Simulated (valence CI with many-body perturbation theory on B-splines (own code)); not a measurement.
Forbidden lines of Ta⁶⁷⁺

Method: relativistic CI+MBPT: four valence electrons over a frozen Dirac-Fock core [He], a basis of 11 s, 11 p, 10 d, 8 f, 5 g, 2 h functions for each j, with the one-electron correlation potential Σ1 (screened to all orders), the two-electron term Σ2, the three-electron term Σ3, Breit, model QED; selected single and double excitations, second order for the rest, scaled by the run's own slope (own B-spline code, finite nucleus).

No measured spectrum was set against this ion. As an estimate, large intervals hold to a few tenths of a per cent, small ones and those within an open d or f shell to about a per cent. Among the levels kept, up to 1300 cm⁻¹ of a level comes from second order outside the variational space, and about a tenth of that is noise between levels of different J, which matters for small intervals.

Lines 1 to 50 of 87 in falling wavelength, among levels below 1024.8 Ry, chosen from the decays that carry over 1 % of a level's rate. Wavelengths and rates use the calculated energies. Electric multipoles are in the length gauge, E1 and E2 with the static RPA response of the core. S is in atomic units (e²a₀⁴ for E2 and M2, e²a₀⁶ for E3), for M1 in squared Bohr magnetons. Weak lines are less certain than strong ones. Lines between different terms over intervals too small for the method are left out, as are lines whose strength nearly cancels.

Levels are named by their leading jj configuration (3d3/2^4 stands for four electrons in 3d with j = 3/2), which in mixed levels can hold well under half, so a name can repeat and another be missing. Letters in brackets count levels of one name in rising energy.

```csv
λ vac (nm),Upper,Lower,Type,A (s⁻¹),S (a.u.)
0.9357,(2s^2 2p1/2 2p3/2) J=1,(2s^2 2p1/2^2) J=0,M1,1.43e+10,1.30e+00
0.9231,(2s^2 2p1/2 2p3/2) J=2,(2s^2 2p1/2^2) J=0,E2,7.10e+07,2.12e-05
0.9196,(2s^2 2p3/2^2) J=2,(2s^2 2p1/2 2p3/2) J=2,M1,1.12e+10,1.62e+00
0.9188,(2s^2 2p3/2 3d5/2) J=4,(2s^2 2p1/2 3d5/2) J=3,M1,1.09e+10,2.83e+00
0.9073,(2s^2 2p3/2^2) J=2,(2s^2 2p1/2 2p3/2) J=1,M1,1.12e+10,1.55e+00
0.8681,(2s^2 2p3/2^2) J=0,(2s^2 2p1/2 2p3/2) J=1,M1,2.48e+10,6.02e-01
0.1408,(2s^2 2p3/2 3p1/2) J=2,(2s^2 2p3/2^2) J=0,E2,5.10e+11,1.26e-05
0.1405,(2s^2 2p1/2 3p1/2) J=1,(2s^2 2p1/2 2p3/2) J=2,E2,1.36e+12,1.99e-05
0.1405,(2s^2 2p1/2 3p1/2) J=1,(2s^2 2p1/2 2p3/2) J=2,M1,4.08e+10,1.26e-02
0.1405,(2s 2p1/2^2 3p1/2) J=0,(2s 2p1/2^2 2p3/2) J=2,E2,2.68e+12,1.31e-05
0.1402,(2s^2 2p1/2 3p1/2) J=1,(2s^2 2p1/2 2p3/2) J=1,E2,1.35e+12,1.96e-05
0.1399,(2s^2 2p3/2 3p1/2) J=1,(2s^2 2p3/2^2) J=2,E2,1.38e+12,1.97e-05
0.1399,(2s^2 2p3/2 3p1/2) J=2,(2s^2 2p3/2^2) J=2,E2,1.89e+12,4.50e-05
0.1398,(2s^2 2p1/2 3p1/2) J=0,(2s^2 2p1/2 2p3/2) J=2,E2,2.66e+12,1.27e-05
0.1392,(2s 2p3/2^2 3p1/2) J=0,(2s 2p3/2^3) J=2,E2,1.44e+12,6.73e-06
0.1368,(2s^2 2p3/2 3d5/2) J=4,(2s 2p1/2 2p3/2^2) J=2 [b],E2,5.07e+09,1.96e-07
0.1360,(2s 2p1/2 2p3/2 3p3/2) J=4,(2s 2p1/2 2p3/2^2) J=2 [b],E2,9.54e+10,3.57e-06
0.1356,(2s 2p1/2^2 3p3/2) J=2,(2s 2p1/2^2 2p3/2) J=1,E2,3.45e+11,7.05e-06
0.1354,(2s^2 2p3/2 3d5/2) J=4,(2s 2p1/2 2p3/2^2) J=3,E2,3.52e+10,1.29e-06
0.1352,(2s 2p3/2^2 3p3/2) J=4,(2s 2p3/2^3) J=2,E2,4.85e+11,1.76e-05
0.1347,(2s 2p1/2 2p3/2 3p3/2) J=4,(2s 2p1/2 2p3/2^2) J=3,E2,8.11e+11,2.89e-05
0.1346,(2s 2p1/2 2p3/2 3p3/2) J=0 [b],(2s 2p1/2 2p3/2^2) J=2 [b],E2,1.47e+12,5.82e-06
0.1346,(2s^2 2p3/2 3p3/2) J=2,(2s^2 2p3/2^2) J=0,E2,5.45e+11,1.07e-05
0.1345,(2s 2p1/2 2p3/2 3p3/2) J=1 [d],(2s 2p1/2 2p3/2^2) J=2 [b],E2,8.42e+11,9.92e-06
0.1343,(2s 2p1/2 2p3/2 3p3/2) J=1 [d],(2s 2p1/2 2p3/2^2) J=1 [a],E2,7.39e+11,8.66e-06
0.1343,(2s 2p1/2^2 3p3/2) J=2,(2s 2p1/2^2 2p3/2) J=2,E2,9.20e+11,1.79e-05
0.1342,(2s^2 2p1/2 3p3/2) J=2,(2s^2 2p1/2 2p3/2) J=2,E2,9.30e+11,1.81e-05
0.1342,(2s^2 2p1/2 3p3/2) J=1,(2s^2 2p1/2 2p3/2) J=2,E2,6.73e+11,7.85e-06
0.1341,(2s^2 2p3/2 3p3/2) J=3,(2s^2 2p3/2^2) J=2,E2,1.05e+12,2.86e-05
0.1341,(2s^2 2p3/2 3p3/2) J=1,(2s^2 2p3/2^2) J=2,E2,1.06e+12,1.23e-05
0.1340,(2s 2p1/2 2p3/2 3p3/2) J=4,(2s 2p1/2 2p3/2^2) J=2 [a],E2,5.26e+10,1.83e-06
0.1340,(2s^2 2p1/2 3p3/2) J=2,(2s^2 2p1/2 2p3/2) J=1,E2,4.07e+11,7.84e-06
0.1340,(2s^2 2p1/2 3p3/2) J=1,(2s^2 2p1/2 2p3/2) J=1,E2,6.69e+11,7.73e-06
0.1336,(2s 2p3/2^2 3p3/2) J=0,(2s 2p3/2^3) J=2,E2,5.53e+11,2.10e-06
0.1333,(2s^2 2p3/2 3p3/2) J=0,(2s^2 2p3/2^2) J=2,E2,2.73e+12,1.03e-05
0.1331,(2s 2p1/2 2p3/2 3p3/2) J=1 [d],(2s 2p1/2 2p3/2^2) J=3,E2,4.85e+11,5.44e-06
0.1327,(2s 2p1/2 2p3/2 3p3/2) J=0 [b],(2s 2p1/2 2p3/2^2) J=2 [a],E2,3.67e+11,1.35e-06
0.1326,(2s 2p3/2^2 3d5/2) J=4 [a],(2s 2p3/2^3) J=2,M2,1.13e+11,3.71e-06
0.1321,(2s 2p1/2 2p3/2 3d5/2) J=5,(2s 2p1/2 2p3/2^2) J=3,M2,7.08e+10,2.80e-06
0.1321,(2s 2p1/2 2p3/2 3d5/2) J=5,(2s 2p1/2 2p3/2^2) J=3,E3,3.92e+09,9.63e-07
0.1316,(2s^2 2p3/2 3d5/2) J=4,(2s^2 2p3/2^2) J=2,M2,6.71e+10,2.13e-06
0.1316,(2s^2 2p3/2 3d5/2) J=4,(2s^2 2p3/2^2) J=2,E3,4.96e+09,9.69e-07
0.1175,(2s 2p1/2 2p3/2 3p3/2) J=4,(2s 2p1/2^2 2p3/2) J=2,E2,1.46e+12,2.64e-05
0.1175,(2s 2p3/2^2 3p3/2) J=4,(2s 2p1/2 2p3/2^2) J=3,E2,6.17e+11,1.11e-05
0.1173,(2s 2p1/2 2p3/2 3p3/2) J=1 [d],(2s 2p1/2^2 2p3/2) J=1,E2,7.93e+11,4.72e-06
0.1173,(2s 2p3/2^2 3p3/2) J=0,(2s 2p1/2 2p3/2^2) J=2 [b],E2,1.65e+12,3.27e-06
0.1172,(2s^2 2p1/2 3p3/2) J=2,(2s^2 2p1/2^2) J=0,E2,1.32e+12,1.30e-05
0.1172,(2s 2p3/2^2 3p3/2) J=2 [c],(2s 2p1/2 2p3/2^2) J=1 [b],E2,4.70e+11,4.63e-06
0.1171,(2s 2p3/2^2 3p3/2) J=2 [c],(2s 2p1/2 2p3/2^2) J=2 [b],E2,6.68e+11,6.57e-06
0.1171,(2s^2 2p3/2 3p3/2) J=3,(2s^2 2p1/2 2p3/2) J=2,E2,6.79e+11,9.33e-06
```
